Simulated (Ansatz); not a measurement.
System: YF₂, charge 0, multiplicity 2. The spin state was set by rule; other spins were not relaxed. 
Geometry from a B3LYP-D3(BJ)/def2-TZVP (Ansatz, a quantum-chemistry and plane-wave program) optimisation:
```xyz
3

Y      0.2781     0.1657     0.0593
F     -1.0319     0.7780    -1.2933
F     -0.1730    -1.4962     1.0364
```
Charge 0, spin multiplicity 2.

Parts of the frozen-core correlation energy in def2-TZVPPD (Ansatz, hartree). Frozen orbitals: 6; correlated occupied orbitals by spin: 9 and 8; virtual: 121 and 122. UHF or UKS for open shells. Spin-orbit coupling is left out. In def2 rows, elements after Kr have scalar-relativistic effective core potentials.

```json
[
 {"term": "reference (HF)", "value": "-237.01799"},
 {"term": "MP2 opposite-spin", "value": "?"},
 {"term": "MP2 same-spin", "value": "?"},
 {"term": "CCSD correlation", "value": "?"},
 {"term": "(T)", "value": "-0.01826"},
 {"term": "T1 diagnostic", "value": "0.019"},
 {"term": "largest doubles amplitude", "value": "0.013"},
 {"term": "<S^2> of the reference", "value": "0.751"}
]
```

Task: Fill in the missing entries.

Result: 
- MP2 opposite-spin, value: -0.41524
- MP2 same-spin, value: -0.15251
- CCSD correlation, value: -0.56107
